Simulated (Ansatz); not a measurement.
Mulliken charges of CH5ClFNSi, SMILES `C[Si](N)(F)Cl` from ωB97M-V/def2-TZVPP in Ansatz (PBE0-D4/def2-TZVP geometry).

```
atom   x (Å)   y (Å)   z (Å)  charge (e)
  C1  -1.359   0.295   0.230      -0.460
 Si2   0.484   0.279   0.245       0.729
  N3   1.119  -0.940  -0.742      -0.353
  F4   0.946   0.164   1.771      -0.303
 Cl5   1.279   2.047  -0.419      -0.232
  H6  -1.735   0.494  -0.774       0.132
  H7  -1.739   1.063   0.906       0.129
  H8  -1.751  -0.670   0.562       0.116
  H9   2.067  -0.900  -1.077       0.126
 H10   0.772  -1.883  -0.699       0.116
```

**Question.** By hand: the dipole of these point charges (1 e Å = 4.8032 D).

**Answer.** Σ q r = (-0.307, -0.332, -0.242) e Å, of length 0.513 e Å = 2.46 D.

**Question.** How does the dipole of the full density compare? (Best estimate.)

**Answer.** Ansatz gave: (-0.187, -0.442, -0.219) e Å, 2.53 D; the point charges give 0.97 times that, at 18° from its direction.

Point charges leave out the atoms' own dipoles, such as those of lone pairs, and Mulliken's split depends on the basis, so the close match here is no proof of good charges.
